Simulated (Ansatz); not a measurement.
Relaxation of the cluster NaSn6⁻ with RKS r2SCAN-D4/def2-SVPD.

```sh
$ ansatz run in.yaml --threads 4 --pin off --events-out ev --progress --plain --max-ram 4787MiB
```

```yaml
crystal:
  periodic: [false, false, false]
  atoms:
    - {symbol: Na, position_ang: [1.496420, -2.962580, -0.509760]}
    - {symbol: Sn, position_ang: [1.014920, 2.217520, -0.380940]}
    - {symbol: Sn, position_ang: [0.359920, -0.114080, 1.374710]}
    - {symbol: Sn, position_ang: [-1.638600, 0.735290, -0.601360]}
    - {symbol: Sn, position_ang: [-0.805650, 2.321870, 1.761550]}
    - {symbol: Sn, position_ang: [0.826570, -0.267210, -1.575220]}
    - {symbol: Sn, position_ang: [-1.253590, -1.930800, -0.068990]}
basis:
  gaussian: {orbitals: def2-SVPD}
total_charge: -1
hamiltonian: {xc: r2scan, dispersion: d4}
scf: {lower_state_search: "off"}
output: {orbitals: {seedname: orbitals}}
relax: {f_tol: 0.02, max_steps: 100}
```

It took 4.1 min on 4 threads of Arm Neoverse V1 on a shared host.

Positions (Å) and forces (eV/Å) at steps 1, 2, 3, 4, 7, 8, 9, 10, 13, 14, 15, 16, 17, 18, 19, 21 of 21:

```xyz
7
step=1 energy=-39423.7907 eV
Na    1.496   -2.963   -0.510    0.105   -0.068   -0.023
Sn    1.015    2.218   -0.381    1.093    1.305   -0.429
Sn    0.360   -0.114    1.375    0.837   -1.008    1.194
Sn   -1.639    0.735   -0.601   -1.535    1.080   -0.283
Sn   -0.806    2.322    1.762   -0.955    0.951    0.771
Sn    0.827   -0.267   -1.575    1.003   -0.816   -1.426
Sn   -1.254   -1.931   -0.069   -0.548   -1.444    0.196
7
step=2 energy=-39424.2050 eV
Na    1.508   -2.987   -0.519    0.059   -0.052    0.016
Sn    1.136    2.346   -0.418   -0.309   -0.449    0.178
Sn    0.426   -0.193    1.495   -0.385    0.316   -0.510
Sn   -1.779    0.822   -0.613    0.700   -0.417    0.355
Sn   -0.905    2.411    1.828    0.245   -0.241   -0.400
Sn    0.928   -0.326   -1.732   -0.383    0.408    0.418
Sn   -1.313   -2.073   -0.040    0.074    0.436   -0.057
7
step=3 energy=-39424.2586 eV
Na    1.531   -2.839   -0.509    0.018    0.047   -0.026
Sn    1.269    2.273   -0.326   -0.017   -0.112   -0.036
Sn    0.384   -0.226    1.485    0.051    0.084   -0.192
Sn   -1.727    0.694   -0.553   -0.272    0.086    0.040
Sn   -0.871    2.386    1.633   -0.164    0.291    0.446
Sn    0.781   -0.190   -1.721    0.339   -0.439   -0.154
Sn   -1.367   -2.098   -0.010    0.045    0.043   -0.078
7
step=4 energy=-39424.3324 eV
Na    1.547   -2.917   -0.499    0.009   -0.001    0.032
Sn    1.157    2.268   -0.379   -0.013   -0.036    0.020
Sn    0.381   -0.187    1.451    0.040    0.003    0.016
Sn   -1.719    0.766   -0.547   -0.051    0.013   -0.035
Sn   -0.883    2.427    1.770    0.056   -0.097   -0.085
Sn    0.853   -0.296   -1.729   -0.070    0.058    0.073
Sn   -1.335   -2.061   -0.067    0.030    0.060   -0.021
7
step=7 energy=-39424.3445 eV
Na    1.605   -2.773   -0.332    0.004    0.037    0.002
Sn    1.194    2.217   -0.381    0.017   -0.006   -0.040
Sn    0.365   -0.242    1.407    0.044   -0.059    0.109
Sn   -1.753    0.768   -0.512   -0.084    0.017   -0.044
Sn   -0.800    2.392    1.778   -0.028    0.013    0.059
Sn    0.759   -0.291   -1.787    0.040   -0.063   -0.079
Sn   -1.369   -2.071   -0.173    0.007    0.061   -0.007
7
step=8 energy=-39424.3469 eV
Na    1.655   -2.640   -0.199    0.024   -0.004   -0.055
Sn    1.215    2.166   -0.391    0.006   -0.025   -0.064
Sn    0.337   -0.289    1.384    0.003   -0.004    0.184
Sn   -1.770    0.775   -0.480   -0.089    0.012   -0.045
Sn   -0.734    2.375    1.804   -0.022   -0.019    0.049
Sn    0.692   -0.307   -1.854    0.054   -0.068   -0.067
Sn   -1.396   -2.081   -0.263    0.024    0.106   -0.003
7
step=9 energy=-39424.3373 eV rejected
Na    1.734   -2.534   -0.197    0.019    0.008    0.050
Sn    1.192    2.084   -0.457   -0.007    0.016    0.174
Sn    0.235   -0.344    1.547   -0.149    0.182   -0.274
Sn   -1.752    0.820   -0.488   -0.021   -0.036    0.113
Sn   -0.689    2.374    1.839    0.155   -0.041   -0.062
Sn    0.649   -0.375   -1.923    0.058    0.042   -0.052
Sn   -1.371   -2.024   -0.320   -0.056   -0.173    0.051
7
step=10 energy=-39424.3592 eV
Na    1.718   -2.570   -0.190   -0.009    0.008   -0.002
Sn    1.212    2.112   -0.417    0.001   -0.002    0.011
Sn    0.273   -0.314    1.451   -0.041    0.014    0.000
Sn   -1.776    0.797   -0.476   -0.024   -0.008    0.000
Sn   -0.697    2.380    1.822    0.032   -0.017   -0.006
Sn    0.666   -0.348   -1.889    0.013    0.001   -0.020
Sn   -1.397   -2.058   -0.302    0.026    0.004    0.016
7
step=13 energy=-39424.3815 eV
Na    1.899   -2.229   -0.061    0.006    0.058   -0.009
Sn    1.264    1.922   -0.447   -0.066   -0.006    0.059
Sn    0.028   -0.411    1.575   -0.068    0.046   -0.006
Sn   -1.808    0.833   -0.449    0.073    0.056   -0.013
Sn   -0.508    2.369    1.859    0.067   -0.087   -0.049
Sn    0.530   -0.424   -2.043   -0.007   -0.011   -0.025
Sn   -1.405   -2.060   -0.433   -0.004   -0.055    0.043
7
step=14 energy=-39424.4114 eV
Na    1.976   -2.051   -0.014   -0.018    0.102   -0.002
Sn    1.283    1.829   -0.458   -0.104   -0.016    0.089
Sn   -0.093   -0.457    1.640   -0.082    0.076   -0.017
Sn   -1.806    0.854   -0.449    0.115    0.083   -0.019
Sn   -0.418    2.353    1.875    0.094   -0.152   -0.072
Sn    0.469   -0.464   -2.117   -0.016   -0.015   -0.042
Sn   -1.410   -2.064   -0.478    0.011   -0.077    0.064
7
step=15 energy=-39424.4544 eV
Na    2.027   -1.866    0.027   -0.041    0.115    0.008
Sn    1.299    1.737   -0.464   -0.135   -0.017    0.104
Sn   -0.207   -0.497    1.705   -0.083    0.094   -0.033
Sn   -1.792    0.873   -0.455    0.136    0.101   -0.034
Sn   -0.333    2.325    1.890    0.114   -0.192   -0.082
Sn    0.414   -0.501   -2.193   -0.034   -0.010   -0.036
Sn   -1.408   -2.071   -0.508    0.042   -0.090    0.073
7
step=16 energy=-39424.5086 eV
Na    2.056   -1.680    0.077   -0.064    0.093    0.012
Sn    1.293    1.668   -0.483   -0.106   -0.018    0.102
Sn   -0.327   -0.537    1.767   -0.081    0.057   -0.078
Sn   -1.759    0.901   -0.475    0.082    0.081   -0.042
Sn   -0.231    2.271    1.913    0.125   -0.126   -0.057
Sn    0.361   -0.539   -2.269   -0.045    0.007   -0.013
Sn   -1.393   -2.085   -0.529    0.089   -0.093    0.077
7
step=17 energy=-39424.5653 eV
Na    2.018   -1.492    0.115   -0.001   -0.017    0.028
Sn    1.268    1.592   -0.479    0.016    0.043   -0.014
Sn   -0.465   -0.558    1.814   -0.089    0.020   -0.017
Sn   -1.716    0.943   -0.527   -0.062   -0.018   -0.013
Sn   -0.098    2.207    1.945    0.101    0.013    0.029
Sn    0.296   -0.558   -2.351   -0.036    0.011    0.016
Sn   -1.304   -2.133   -0.516    0.070   -0.052   -0.029
7
step=18 energy=-39424.5734 eV
Na    2.006   -1.370    0.189   -0.072   -0.045    0.046
Sn    1.248    1.583   -0.545   -0.123    0.018    0.139
Sn   -0.644   -0.580    1.877    0.096    0.175   -0.166
Sn   -1.729    0.952   -0.542    0.003   -0.052    0.062
Sn    0.080    2.158    1.981    0.029   -0.177   -0.130
Sn    0.246   -0.562   -2.405    0.063    0.048   -0.043
Sn   -1.207   -2.181   -0.555    0.005    0.033    0.092
7
step=19 energy=-39424.5873 eV
Na    1.978   -1.429    0.188   -0.013   -0.024    0.011
Sn    1.208    1.564   -0.503    0.056    0.045   -0.092
Sn   -0.593   -0.532    1.833   -0.022   -0.050    0.047
Sn   -1.759    0.936   -0.546   -0.006   -0.041   -0.009
Sn    0.080    2.180    1.985   -0.019    0.018    0.043
Sn    0.269   -0.540   -2.411   -0.004    0.007    0.000
Sn   -1.183   -2.179   -0.547    0.007    0.044    0.001
7
step=21 energy=-39424.5903 eV
Na    1.960   -1.435    0.204    0.002    0.001   -0.001
Sn    1.214    1.584   -0.528   -0.010   -0.007    0.007
Sn   -0.598   -0.543    1.850    0.002    0.015    0.009
Sn   -1.757    0.925   -0.538    0.004   -0.006    0.003
Sn    0.084    2.173    1.980    0.002   -0.013   -0.013
Sn    0.271   -0.533   -2.417    0.008    0.011   -0.003
Sn   -1.175   -2.170   -0.552   -0.007   -0.002   -0.001
```

In the def2 sets Sn takes a core potential; there is no spin–orbit coupling. The structure comes from a short search, and lower isomers may exist.
